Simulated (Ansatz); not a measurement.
Input for Ansatz (an electronic-structure program): R-wB97X-V/def2-TZVPPD on H2 (SMILES [H][H]) with ghost functions, monomers drawn apart or pushed together. Files ending in .json are basis or fitting sets from the Basis Set Exchange.

Ansatz 0.2 input:
```yaml
crystal:
  periodic: [false, false, false]
  atoms:
    - {symbol: H, position_ang: [-0.61203198, 0.30408096, 0.13778172]}
    - {symbol: H, position_ang: [0.03070897, 0.26850090, -0.23557631]}
basis:
  gaussian:
    orbitals: def2-TZVPPD.json
    ghost_atoms:
      - {symbol: C, position_ang: [1.03145613, -1.39226590, 5.93342829]}
      - {symbol: Si, position_ang: [0.03108451, 0.16894222, 6.21627040]}
      - {symbol: H, position_ang: [1.99225744, -1.33634844, 6.44833032]}
      - {symbol: H, position_ang: [1.22525733, -1.54238690, 4.87016416]}
      - {symbol: H, position_ang: [0.49851366, -2.26831708, 6.30744510]}
      - {symbol: H, position_ang: [-0.23151880, 0.36468218, 7.66322364]}
      - {symbol: H, position_ang: [-1.27373803, 0.08855712, 5.51486102]}
      - {symbol: H, position_ang: [0.75836862, 1.35767441, 5.70902713]}
hamiltonian:
  xc: {name: wB97X-V}
scf: {lower_state_search: off}
```

### Question
Give the final energy of this run.

### Answer
-1.1726 hartree.

### Question
How many basis functions does it have, and what does it roughly cost on one machine?

### Answer
221 functions; around 6 core-seconds (rough).
